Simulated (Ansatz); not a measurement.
`[SiH3][SnH]([SiH3])[SiH3]` + `F[SiH2]N[SiH3]` → `F[SiH2]N([SiH3])[SiH3]` + `[SiH3][SnH2][SiH3]` at 500 K and 1 bar (cleavage of the Si–Sn bond).

Program: Ansatz. Geometries: PBE0-D4/def2-TZVP. ΔE: electronic, gas phase. CBS: MP2 limit from def2 TZ/QZ plus the TZ coupled-cluster correction, frozen cores. This one scheme is used for every species. def2 core potentials past Kr. For Sn outer-core shells are correlated without core-valence functions, which leaves a few kJ/mol of doubt a bond. One conformer a species, not always the lowest.

```tsv
species	CCSD(T)/CBS energy (Eh)	H − E (kJ/mol)	S (J/(mol·K))
`[SiH3][SnH]([SiH3])[SiH3]`	-1087.27117	281.9	542.2
`F[SiH2]N[SiH3]`	-736.37696	207.5	402.5
`F[SiH2]N([SiH3])[SiH3]`	-1026.67748	262.9	479.0
`[SiH3][SnH2][SiH3]`	-796.97679	218.2	453.5
```

H − E and S are ideal-gas, rigid-rotor, harmonic terms from PBE0-D4/def2-TZVP, for one conformer and one mirror image of each species. 1 Eh = 2625.50 kJ/mol, R = 8.31446 J/(mol·K).

Task: By hand: ΔE, ΔH, ΔS and ΔG.

Result: ΔE = (-1026.67748) + (-796.97679) − (-1087.27117) − (-736.37696) = -0.00614 Eh = -16.1 kJ/mol. Δ(H − E) = 262.9 + 218.2 − 281.9 − 207.5 = -8.3, so ΔH = -24.4 kJ/mol. ΔS = 479.0 + 453.5 − 542.2 − 402.5 = -12.2 J/(mol·K). ΔG = -24.4 − 500 × (-12.2)/1000 = -18.3 kJ/mol.

Task: By hand: the equilibrium constant, and the temperature at which ΔG would vanish if ΔH and ΔS stayed fixed.

Result: log₁₀ K = −ΔG/(RT ln 10) = 1.9. ΔG = 0 at ΔH/ΔS = 2000 K, though so small a ΔS makes that figure unsure.

The number of gas molecules stays the same, so ΔS is small and ΔH decides. A doubt of 5 kJ/mol in ΔE shifts log₁₀ K by 0.5 here. Other conformers and mirror images would add mixing entropy, several J/(mol·K) or more a flexible species. Modes under 60 cm⁻¹, often nearly free rotors, make the harmonic entropy too high. These are equilibria of isolated gas molecules and say nothing of rates. Largest T1 diagnostic: 0.013 (customary marks: 0.02 for closed shells, 0.045 for open ones).
